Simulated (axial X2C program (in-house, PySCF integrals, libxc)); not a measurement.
**TiH: cheaper levels and CCSD(T), with spin–orbit coupling**

Calculated with an in-house relativistic program for diatomic molecules. Two-component (2c) means X2C with spin–orbit coupling and atomic mean-field two-electron Coulomb and Gaunt terms. Basis: Ti dyall-cv3z [10s10p6d4f2g], H dyall-v3z [6s2p1d] (cores contracted in-house); Gaussian nuclei, density fitting, unrestricted open shells. Masses: Ti 47.948 u, H 1.008 u.

State: Ω = 3/2 (⟨Sz⟩ = -1.50, ⟨Lz⟩ = 3.00 at HF); fragments Ti + H.

| level | Re (Å) | ωe (cm⁻¹) |
| --- | --- | --- |
| PBE0 | 1.753 | 1590.0 |
| HF | 1.856 | 1491.8 |
| MP2 | 1.765 | 1570.4 |
| CCSD | 1.781 | 1551.9 |

Correlated methods: 13 electrons correlated (number of frozen shells: Ti 2 s, 1 p; H none), 213 virtual spin orbitals or spinors in MP2, 90 natural virtuals in coupled cluster.

CCSD(T), same Hamiltonian and basis:

Re = 1.774 Å, ωe = 1555.8 cm⁻¹, De = 2.14 eV; T1 = 0.041 (Lee–Taylor normalisation).

Problem. Give the differences from CCSD(T) in the columns below.

Solution. 

| level | ΔRe (Å) | Δωe (cm⁻¹) |
| --- | --- | --- |
| PBE0 | -0.021 | 34 |
| HF | 0.082 | -64 |
| MP2 | -0.009 | 15 |
| CCSD | 0.007 | -4 |

One determinant describes the state; a PBE0 search over occupations chose it and may have missed a lower one. Dissociation energies refer to the lowest single-determinant-based atoms at the same level and basis. De is not given where an atomic determinant may have missed its ground term or J level, or where the truncated virtual space spoils (T). Density functionals use the spin component along the axis (collinear). Coupled cluster ran in a truncated set of natural virtual spinors; the MP2 energy of the rest was added. (T) has no such correction and the atoms are truncated less, which lowers De at CCSD(T) by a hundredth of an eV or more. Other states lie close and PBE0, whose exact exchange favours high spin, may order them wrongly; the determinant shown need not be the ground state. The nearest other 2c determinant of the search, Ω = 9/2, lies 0.04 eV up at the distance of the search. Without a current term, density functionals place determinants with orbital angular momentum somewhat too high. With several unpaired electrons one determinant need not be a pure state. The T1 diagnostic is large, a sign of multireference character.
